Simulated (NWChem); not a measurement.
System meant: CH₄GeN₂O; SMILES N#C[O][GeH2][NH2]

Input file for NWChem:

```
start job
memory heap 200 mb stack 900 mb global 1100 mb
geometry units angstroms noautoz
  N      0.422425    -2.836857     0.171476
  C     -0.119267    -1.872390    -0.193188
  O     -0.709918    -0.820945    -0.602917
  Ge    -0.291773     0.842062     0.139043
  N      1.478189     1.142681     0.104067
  H     -1.042940     1.761076    -0.816574
  H     -0.778965     0.754039     1.584937
  H      1.931324     1.232554    -0.799879
  H      2.058847     0.609505     0.744469
end
basis spherical
  N library def2-svp
  C library def2-svp
  O library def2-svp
  Ge library def2-svp
  H library def2-svp
end
dft
  odft
  mult 2
  xc pbe0
  iterations 150
  mulliken
end
task dft energy
```

End of the output:

```
 Summary of "ao basis" -> "" (spherical)
 ------------------------------------------------------------------------------
       Tag                 Description            Shells   Functions and Types
 ---------------- ------------------------------  ------  ---------------------
 N                          def2-svp                 6       14   3s2p1d
 C                          def2-svp                 6       14   3s2p1d
 O                          def2-svp                 6       14   3s2p1d
 Ge                         def2-svp                12       32   5s4p3d
 H                          def2-svp                 3        5   2s1p

                                 NWChem DFT Module
                                 -----------------

 Summary of "ao basis" -> "ao basis" (spherical)
 ------------------------------------------------------------------------------
       Tag                 Description            Shells   Functions and Types
 ---------------- ------------------------------  ------  ---------------------
 N                          def2-svp                 6       14   3s2p1d
 C                          def2-svp                 6       14   3s2p1d
 O                          def2-svp                 6       14   3s2p1d
 Ge                         def2-svp                12       32   5s4p3d
 H                          def2-svp                 3        5   2s1p

  number of electrons :                   64
  multiplicity        :                    2
 ------------------------------------------------------------------------
  no. of electrons and multiplicity not compatible                  64
 ------------------------------------------------------------------------
 ------------------------------------------------------------------------
  current input line :
    28: task dft energy
 ------------------------------------------------------------------------
 ------------------------------------------------------------------------
 There is an error in the input file
 ------------------------------------------------------------------------
 For more information see the NWChem manual at https://nwchemgit.github.io

0: no. of electrons and multiplicity not compatible:Received an Error in Communication
```

Question: Find the fault in this run and fix the input.

Answer: The program refused the input. Cause: the multiplicity doesn't fit the number of electrons (an even count wants an odd multiplicity, and the reverse). This input runs:
```
start job
memory heap 200 mb stack 900 mb global 1100 mb
geometry units angstroms noautoz
  N      0.422425    -2.836857     0.171476
  C     -0.119267    -1.872390    -0.193188
  O     -0.709918    -0.820945    -0.602917
  Ge    -0.291773     0.842062     0.139043
  N      1.478189     1.142681     0.104067
  H     -1.042940     1.761076    -0.816574
  H     -0.778965     0.754039     1.584937
  H      1.931324     1.232554    -0.799879
  H      2.058847     0.609505     0.744469
end
basis spherical
  * library def2-svp
end
dft
  xc pbe0
  iterations 150
  mulliken
end
task dft energy
```
It converges to -2301.29693 Ha (PBE0/def2-SVP).
